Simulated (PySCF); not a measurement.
**Static response to an electric field**

Species: cyclo-(H2SiO)4.
Cartesian coordinates in Å at the PBE0-D3(BJ)/def2-SVP level; atoms count from 1:
```xyz
16
H8O4Si4 angstrom
Si     0.2150   -0.9283    2.0276
H      0.5582   -2.3632    1.8367
H      0.0945   -0.5803    3.4656
O     -1.2300   -0.6279    1.2935
Si    -2.2465   -0.1396    0.0924
H     -3.2667   -1.1973   -0.1252
H     -2.8715    1.1505    0.4860
O     -1.4134    0.0848   -1.3130
Si    -0.0433    0.2031   -2.2224
H     -0.2367    1.2834   -3.2230
H      0.2189   -1.1069   -2.8753
O      1.2495    0.5845   -1.2735
Si     2.0695    0.8645    0.1279
H      1.9853    2.3120    0.4581
H      3.4761    0.4260   -0.0562
O      1.4068    0.0008    1.3673
```

Level: CAM-B3LYP/def2-SVPD (PySCF), static field, nuclei fixed, core orbitals frozen in the response. The polarisability tensor in these axes (au):

```
x   108.26   2.96   0.87
y     2.96  96.43  -3.48
z     0.87  -3.48 107.75
```

Task: Give the principal values, the mean and the anisotropy Δα = √{½[(α1 − α2)² + (α2 − α3)² + (α1 − α3)²]}.

Result: Principal values 94.75, 108.73 and 108.97 au; mean 104.15 au = 15.43 Å³ = 17.17 × 10⁻⁴⁰ C²·m²/J; Δα = 14.11 au (14 % of the mean).

Task: What is the dipole moment?

Result: 0.06 D at this geometry.

Task: What depolarisation ratio follows for Rayleigh scattering of linearly polarised light, taking the static tensor?

Result: ρ = 3Δα²/(45ᾱ² + 4Δα²) = 596.9/(488114 + 795.9) = 0.00122.

Task: In TDDFT the mean static polarisability is Σ f/ω² over all singlet excitations (ω in hartree). How much of it do the 10 lowest give? Their energies (eV) and oscillator strengths: 7.63, 0.0451; 7.75, 0.0052; 7.75, 0.0046; 7.84, 0.0001; 8.12, 0.0025; 8.14, 0.0027; 8.16, 0.0007; 8.29, 0.0001; 8.45, 0.1578; 8.55, 0.0054.

Result: They add up to 2.45 au, 2.4 % of the 104.15 au; the largest single term is 1.64 au, from the state at 8.45 eV. Terms in order: 0.57, 0.06, 0.06, 0.00, 0.03, 0.03, 0.01, 0.00, 1.64, 0.06 au. Higher excitations give the rest. The strengths listed sum to 0.224.

Task: Traceless (Buckingham) quadrupole moment about the centre of nuclear charge: eigenvalues?

Result: -0.59, -0.14, 0.72 D·Å. The values depend on the origin, since the dipole doesn't vanish. The electronic extent ⟨r²⟩ about the same centre is 1909 bohr², a root-mean-square distance of 2.36 Å for the 96 electrons.

Task: What would n − 1 = 2πNα be for an ideal gas of these molecules at 400 K and 1 atm, electronic part alone?

Result: N = p/kT = 1.8347 × 10¹⁹ cm⁻³, so n − 1 = 2π × N × 15.43 × 10⁻²⁴ cm³ = 1779 × 10⁻⁶ at long wavelengths, for an ideal gas.

The structure is a single PBE0-D3(BJ)/def2-SVP conformer in the gas phase; no vibrational or solvent corrections.
